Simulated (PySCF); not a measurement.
C₄H₃BrClF, SMILES C=C(F)/C(Br)=C/Cl.

Geometry: B3LYP-D3(BJ)/def2-SVP. The structure was generated by enumeration; whether it is a known compound was not checked. One conformer was computed; it need not be the lowest.

These are PySCF with PBE/def2-TZVP values and carry that method's errors.

Symmetry labels are those of the subgroup Cs that the program uses (full group Cs).

Computed valence orbital energies around the gap with their symmetry:
```json
[
 {"orbital": "HOMO−7", "symmetry": "A'", "energy (eV)": "-10.06"},
 {"orbital": "HOMO−6", "symmetry": "A\"", "energy (eV)": "-9.73"},
 {"orbital": "HOMO−5", "symmetry": "A'", "energy (eV)": "-9.48"},
 {"orbital": "HOMO−4", "symmetry": "A\"", "energy (eV)": "-8.34"},
 {"orbital": "HOMO−3", "symmetry": "A'", "energy (eV)": "-7.92"},
 {"orbital": "HOMO−2", "symmetry": "A'", "energy (eV)": "-7.28"},
 {"orbital": "HOMO−1", "symmetry": "A\"", "energy (eV)": "-7.00"},
 {"orbital": "HOMO", "symmetry": "A\"", "energy (eV)": "-6.06"},
 {"orbital": "LUMO", "symmetry": "A\"", "energy (eV)": "-2.49"},
 {"orbital": "LUMO+1", "symmetry": "A'", "energy (eV)": "-1.62"},
 {"orbital": "LUMO+2", "symmetry": "A'", "energy (eV)": "0.08"},
 {"orbital": "LUMO+3", "symmetry": "A\"", "energy (eV)": "0.27"}
]
```
